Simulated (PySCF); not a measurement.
Species: C3H10FSi2 (doublet state).
Atom-mapped SMILES: `[F:1][CH2:2][C@H:3]([SiH3:4])[CH2:5][SiH2:6]` (hydrogens: H7, H8 on C2; H9 on C3; H10, H11, H12 on Si4; H13, H14 on C5; H15, H16 on Si6)

Geometry (GFN2-xTB, Å), atoms numbered from 1 in this order:
```
atom  x, y, z in Å
F1    -1.7136   -1.5825   -1.0208
C2    -1.2030   -1.4473    0.2527
C3    -0.2794   -0.2449    0.3307
Si4   -1.1468    1.3232   -0.3449
C5     1.0220   -0.5177   -0.4236
Si6    2.1136    1.0267   -0.5352
H7    -2.0652   -1.3390    0.9192
H8    -0.6831   -2.3878    0.4753
H9    -0.0497   -0.1017    1.3915
H10   -0.5877    2.4994    0.3254
H11   -0.9832    1.3934   -1.7937
H12   -2.5721    1.2142   -0.0056
H13    0.7738   -0.8647   -1.4294
H14    1.5715   -1.3350    0.0587
H15    3.2789    0.8393   -1.3981
H16    2.5163    1.5333    0.7767
```

The hyperfine couplings belong to this conformer and change with its torsions.

Theory: UKS B3LYP, pcH-1 on C F H Si, non-relativistic, mean-field spin-orbit, GIAO in PySCF 2.14.0. One conformer (not necessarily the lowest) at the GFN2-xTB geometry, without solvent, vibrations or thermal averaging. The geometry wasn't refined by DFT: couplings that depend on bond lengths, twists or pyramidal angles can differ widely from those at the functional's own minimum, by a factor of two or more for some ions and for spin on atoms past the first row. The SCF solution wasn't tested for stability.

Task: The isotropic 13C couplings are +12.9, +4.1 MHz. Assign them to C3; C5.

Result: 
```csv
site,a_iso (MHz),ρ(0) (bohr⁻³),position,distance from Si6 (Å),spin population,largest |T| (MHz)
C3,+4.1,+0.0036,2 bonds from Si6,2.84,0.00,1.4
C5,+12.9,+0.0115,1 bond from Si6,1.89,0.00,7.8
```

Task: Match the computed a_iso(29Si) values -442.1, -6.5 MHz with the sites Si4; Si6.

Result: 
```tsv
site	a_iso (MHz)	ρ(0) (bohr⁻³)	position	distance from Si6 (Å)	spin population	largest |T| (MHz)
Si4	-6.5	+0.0073	3 bonds from Si6	3.28	+0.03	1.8
Si6	-442.1	+0.4985	largest spin population	0.00	+0.95	175.6
```

ρ(0) is the spin density at the nucleus and T the dipolar tensor; a_iso includes a spin–orbit part; entries for several nuclei are means. The largest Mulliken spin population is on Si6 (+0.95). The angles at Si6 add up to 336.5°, so it is pyramidal.

Class means assume fast exchange of nuclei equivalent by connectivity; if that motion is slow, each nucleus keeps its own coupling. The three 1H nuclei of mean +16.2 MHz run from 10.0 to 20.8 MHz in the frozen geometry.
